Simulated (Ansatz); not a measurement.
A nudged elastic band was laid between two geometries of ClGeH3 + H2O2 (9 atoms, charge 0, multiplicity 1).

Level of theory: RKS BLYP/def2-SVP (Ansatz).

| Quantity | Value |
| --- | --- |
| movable images | 4 |
| climbing image | no |
| spring | 5.0 eV/Å² |
| optimiser | quadratic models (default) |
| start path | through a guess of the saddle point |
| force threshold | 0.05 eV/Å |
| iteration limit | 60 |
| end points | relaxed |

First end point:

```xyz
9
Properties=species:S:1:pos:R:3
Ge -0.789 0.929 -1.097
Cl -0.489 -1.199 -1.695
H -1.942 1.440 -2.001
H -1.173 0.932 0.398
H 0.531 1.676 -1.399
H 0.920 -1.201 0.211
O 1.385 -0.635 0.875
O 0.464 -0.787 2.025
H 1.093 -1.157 2.682
```

Last end point:

```xyz
9
Properties=species:S:1:pos:R:3
Ge -0.426 1.104 -0.263
Cl 0.627 -2.166 -1.991
H -1.782 0.494 -0.687
H -0.583 2.170 0.851
H 0.435 1.598 -1.450
H 0.732 -1.532 -0.830
O 0.643 -0.254 0.452
O -0.146 -0.790 1.598
H 0.500 -0.624 2.321
```

What changes between the two ends?

Bonds broken: Ge1–Cl2, H6–O7. Bonds formed: Ge1–O7, Cl2–H6. ClGeH3 + H2O2 becomes ClH + GeH4O2.

What energy profile does the band end with?

The forces met the threshold. The highest image is number 3 of 0 to 5, 19.3 kcal/mol above the first end and 11.9 kcal/mol above the last; the last end lies 7.4 kcal/mol above the first. No image climbed, so the highest image needn't sit at the top of the path. The orbitals stay closed-shell, which can raise the energy where a bond breaks towards radicals; this wasn't checked here.

| image | path coordinate (Å) | energy (kcal/mol) | Ge1–Cl2 (Å) | H6–O7 (Å) | Ge1–O7 (Å) |
| --- | --- | --- | --- | --- | --- |
| 0 | 0.00 | 0.0 | 2.23 | 0.99 | 3.33 |
| 1 | 0.86 | 2.4 | 2.26 | 0.99 | 2.92 |
| 2 | 1.72 | 17.0 | 2.49 | 1.03 | 2.31 |
| 3 | 2.58 | 19.3 | 3.03 | 1.39 | 1.97 |
| 4 | 3.43 | 8.7 | 3.61 | 1.75 | 1.88 |
| 5 | 4.29 | 7.4 | 3.85 | 1.81 | 1.87 |

What is the geometry of the highest image?


```xyz
9
Properties=species:S:1:pos:R:3
Ge -0.433 0.929 -0.451
Cl 0.077 -1.692 -1.882
H -1.630 0.690 -1.417
H -0.970 1.503 0.876
H 0.687 1.735 -1.149
H 0.501 -1.399 -0.540
O 0.675 -0.430 0.449
O 0.159 -0.801 1.783
H 0.933 -0.535 2.331
```

The run took 57 s on 2 threads of Arm Neoverse V2 (shared host), peak memory 0.14 GiB.
